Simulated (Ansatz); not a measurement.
GeS3⁻ was relaxed with PBE0-D4 (def2-SVPD) in Ansatz in these states: charge -1 doublet, charge -1 quartet. The geometries follow in no particular order.

A:

| atom | x (Å) | y (Å) | z (Å) |
| --- | --- | --- | --- |
| Ge1 | 0.0511 | 0.1793 | -0.0356 |
| S2 | -0.8925 | -0.7129 | 1.6642 |
| S3 | 0.2322 | -1.6044 | -1.2024 |
| S4 | 0.6092 | 2.1381 | -0.4261 |

B:

```tsv
atom	x (Å)	y (Å)	z (Å)
Ge1	-0.510	-0.214	0.547
S2	-1.350	1.416	-0.686
S3	0.344	-1.153	-1.275
S4	1.515	-0.048	1.414
```

**Question.** Judge from the bond lengths which geometry belongs to which state (an estimate).

**Answer.** A is the charge -1 doublet (Ge1–S4 2.074 Å, Ge1–S3 2.139 Å, Ge1–S2 2.139 Å); B is the charge -1 quartet (Ge1–S4 2.209 Å, Ge1–S3 2.220 Å, Ge1–S2 2.209 Å).

At PBE0-D4/def2-TZVPD a doublet lies 1.91 eV below the charge -1 quartet. These are the stationary points nearest to one start from a short search; other shapes may lie lower in each state.
